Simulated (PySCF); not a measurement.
C3H13BN2Si, SMILES CB(C)N(C)[SiH2]N, GFN2-xTB optimised geometry.

```
20

Si    -2.00    -0.03     0.00
N     -2.50    -0.67     1.52
N     -0.25    -0.03     0.00
C      0.43    -0.33     1.25
B      0.52     0.24    -1.15
C     -0.19     0.66    -2.51
C      2.10     0.13    -1.10
H     -2.53     1.34     0.00
H     -2.46    -0.81    -1.16
H     -2.21    -1.61     1.76
H     -3.47    -0.56     1.76
H      1.25     0.37     1.41
H      0.85    -1.34     1.23
H     -0.26    -0.25     2.09
H     -1.06     1.29    -2.35
H      0.48     1.18    -3.18
H     -0.54    -0.23    -3.04
H      2.53     0.95    -0.53
H      2.55     0.17    -2.09
H      2.44    -0.79    -0.63
```

Density from CAM-B3LYP/def2-SVP run with PySCF 2.14.0 at that geometry.

Minimum of the electron density along straight lines between bonded atoms, close to the bond critical point (lines longer than 1.1 times the sum of covalent radii, or with two minima, are not listed):

```csv
bond,length / Å,ρ at the minimum / e bohr⁻³,∇²ρ there / e bohr⁻⁵,position (fraction from the first atom)
Si1–N2,1.728,0.123,0.72,0.40
Si1–N3,1.750,0.120,0.66,0.40
N3–C4,1.457,0.263,-0.73,0.61
N3–B5,1.408,0.204,0.71,0.67
B5–C6,1.588,0.176,-0.14,0.32
B5–C7,1.591,0.176,-0.14,0.32
Si1–H8,1.466,0.118,0.33,0.49
Si1–H9,1.470,0.118,0.32,0.49
N2–H10,1.008,0.330,-1.52,0.77
N2–H11,1.006,0.331,-1.53,0.77
C4–H12,1.090,0.281,-1.06,0.63
C4–H13,1.093,0.277,-1.03,0.63
C4–H14,1.087,0.285,-1.11,0.64
C6–H15,1.087,0.271,-0.96,0.62
C6–H16,1.088,0.272,-0.98,0.62
C6–H17,1.089,0.268,-0.95,0.62
C7–H18,1.090,0.267,-0.93,0.62
C7–H19,1.088,0.273,-0.98,0.62
C7–H20,1.089,0.270,-0.96,0.62
```
